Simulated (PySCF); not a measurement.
# Al (aluminium, neutral) across methods

[Ne] 3s1 3p2, high-spin 4P determinant (an excited configuration). All numbers are calculated (PySCF 2.14, scalar relativity by spin-free X2C-1e, in x2c-QZVPPall (9s6p4d2f1g, 70 functions)).

| method | E (hartree) | mean ε 2p β (eV) | mean ε 3s α (eV) | mean ε 3p α (eV) | Σ⟨r²⟩ (bohr²) | ⟨S²⟩ |
| --- | --- | --- | --- | --- | --- | --- |
| r2SCAN0 | -242.6553 | -76.411 | -10.758 | -4.858 | 34.10 | 3.750 |
| r2SCAN | -242.6607 | -72.198 | -9.529 | -4.054 | 34.15 | 3.750 |
| LDA | -241.6190 | -70.683 | -9.231 | -3.860 | 34.78 | 3.750 |
| PBE0 | -242.5698 | -75.226 | -10.524 | -4.756 | 34.26 | 3.750 |
| revPBE | -242.6355 | -70.495 | -9.125 | -3.862 | 34.45 | 3.750 |
| UHF | -242.22868 | -88.242 | -14.210 | -7.123 | 34.46 | 3.750 |
| M06 | -242.6561 | -75.805 | -10.214 | -4.359 | 34.81 | 3.750 |
| PBE | -242.5460 | -70.534 | -9.162 | -3.868 | 34.54 | 3.750 |

Task: Estimate the same row for wB97M-V.

Result: E (hartree) = -242.6480; mean ε 2p β (eV) = -77.661; mean ε 3s α (eV) = -12.665; mean ε 3p α (eV) = -6.253; Σ⟨r²⟩ (bohr²) = 35.61; ⟨S²⟩ = 3.750.
